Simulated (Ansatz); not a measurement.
Calculated with Ansatz (gas phase, PBE0-D4/def2-TZVP geometries, no zero-point term in ΔE). CCSD(T)/CBS is the MP2 limit (def2-TZVPP, def2-QZVPP) plus CCSD(T) − MP2 in def2-TZVPP, frozen cores. Double bonds are as drawn, so ΔE can hold a change between cis and trans. One conformer a species, not always the lowest.

`F/C=C(F)/C(F)=C/F` → `F/C=C/C(F)=C(F)F`  (isomerisation)

```tsv
species	SCS-MP2/def2-QZVPP energy (Eh)
`F/C=C(F)/C(F)=C/F`	-552.27163
`F/C=C/C(F)=C(F)F`	-552.28033
```

Task: Work out ΔE.

Result: ΔE = (-552.28033) − (-552.27163) = -0.00870 Eh = -5.5 kcal/mol. CCSD(T)/CBS gives -5.3 kcal/mol.

Largest T1 diagnostic among the species: 0.013.

Leaving LDA and LC-ωPBE aside and taking each functional with its dispersion term where it has one, the values, not all of them listed here, spread over 1.1 kcal/mol, from r2SCAN0-D4 to BLYP-D4. LDA lies −0.8 kcal/mol from PBE without D4. At CCSD(T), def2-SVP lies −1.9 kcal/mol from the extrapolated value and def2-TZVPP −0.3 kcal/mol.
